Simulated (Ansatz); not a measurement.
`BN=C=N`. The species carries charge 0 and has multiplicity 1. All single points use the PBE0-D4/def2-TZVP geometry. It is one conformer, not always the lowest.

```xyz
7

B    -0.741    1.079    0.867
N    -0.085    0.198    0.021
C     0.480   -0.604   -0.663
N     1.057   -1.316   -1.470
H    -1.019    0.723    1.975
H    -1.012    2.173    0.467
H     1.321   -2.253   -1.197
```

What is the dipole moment at B3LYP/def2-TZVPP? (Estimate.)

Computed: 1.56 D, with components (0.26, -1.36, 0.72) D in this frame, pointing from negative to positive charge.

And with PBE, r2SCAN, ωB97M-V? (Estimate.)

Ansatz gave: PBE 1.59 D, r2SCAN 1.56 D, ωB97M-V 1.57 D.

Give the Mulliken charges with B3LYP, ωB97M-V, PBE in def2-TZVPP. (Estimate.)

The calculation gave: 
| atom | B3LYP | ωB97M-V | PBE |
| --- | --- | --- | --- |
| B1 | -0.11 | -0.15 | -0.10 |
| N2 | 0.00 | -0.07 | 0.08 |
| C3 | 0.11 | 0.21 | 0.01 |
| N4 | -0.24 | -0.26 | -0.20 |
| H5 | 0.02 | 0.05 | 0.01 |
| H6 | 0.03 | 0.06 | 0.01 |
| H7 | 0.18 | 0.16 | 0.20 |

B3LYP here is the variant with VWN-RPA as its local correlation; programs differ in this.
